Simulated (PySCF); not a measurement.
**Nuclear quadrupole coupling in `C=N[SiH2][Si@H](N=C)OC`**

C3H10N2OSi2.
Atom-mapped SMILES: `[CH2:1]=[N:2][SiH2:3][Si@H:4]([N:5]=[CH2:6])[O:7][CH3:8]` (hydrogens: H9, H10 on C1; H11, H12 on Si3; H13 on Si4; H14, H15 on C6; H16, H17, H18 on C8)

Structure used (GFN2-xTB), in Å, numbered top down from 1:
```xyz
18
C3H10N2OSi2 angstrom
C      3.614   -0.959    0.034
N      2.721   -0.146   -0.281
Si     1.441    0.661    0.527
Si    -0.418   -0.173   -0.515
N     -1.197    1.173   -1.264
C     -1.250    1.635   -2.423
O     -1.356   -0.613    0.739
C     -2.715   -0.926    0.696
H      4.278   -1.349   -0.734
H      3.794   -1.324    1.049
H      1.747    2.048    0.161
H      1.424    0.586    1.999
H     -0.288   -1.319   -1.437
H     -1.747    2.588   -2.593
H     -0.830    1.151   -3.309
H     -2.880   -1.868    0.166
H     -3.274   -0.137    0.187
H     -3.075   -1.023    1.721
```

Field gradients from the PBE0/pcSseg-1 density (PySCF, non-relativistic), principal values in atomic units, ordered |Vxx| ≤ |Vyy| ≤ |Vzz|:

```csv
atom,Vxx,Vyy,Vzz
N2,0.1109,0.9433,-1.0542
N5,0.1079,0.9511,-1.0590
O7,-0.5697,-1.1808,1.7505
```

Find the asymmetry η = (Vxx − Vyy)/Vzz and the couplings χ = eQV/h (234.96 MHz × Q in barn × V in au), with Q(14N) = 0.02044 b, Q(17O) = −0.0256 b.

```tsv
atom	environment	nucleus	η	χzz (MHz)	χxx (MHz)	χyy (MHz)
N2	C=N nitrogen	14N	0.79	-5.06	0.53	4.53
N5	C=N nitrogen	14N	0.80	-5.09	0.52	4.57
O7	silyl ether oxygen	17O	0.35	-10.53	3.43	7.10
```

The tensor is traceless: Vxx + Vyy + Vzz = 0.

What is Vzz at N5 in SI units (1 au = 9.71736 × 10²¹ V/m²)?

-1.0590 au = -10.291 × 10²¹ V/m².

What couplings would deuterons (Q(2H) = 0.00286 b) have in place of the hydrogens, at this geometry?

```csv
atom,bonded to,bond length (Å),Vzz (au),η,χzz (kHz)
H9,C1,1.088,0.3084,0.02,207
H10,C1,1.094,0.2970,0.03,200
H11,Si3,1.467,0.1608,0.01,108
H12,Si3,1.474,0.1543,0.04,104
H13,Si4,1.477,0.1507,0.00,101
H14,C6,1.088,0.3075,0.01,207
H15,C6,1.093,0.2964,0.03,199
H16,C8,1.093,0.2971,0.08,200
H17,C8,1.092,0.2964,0.07,199
H18,C8,1.091,0.3023,0.07,203
```

One conformer (not necessarily the lowest) at the GFN2-xTB geometry, without solvent, vibrations or thermal averaging. GFN2-xTB bond lengths can be off by several hundredths of an ångström, more for odd bonds, and the gradients follow them. A larger basis could move these couplings by a tenth or more.
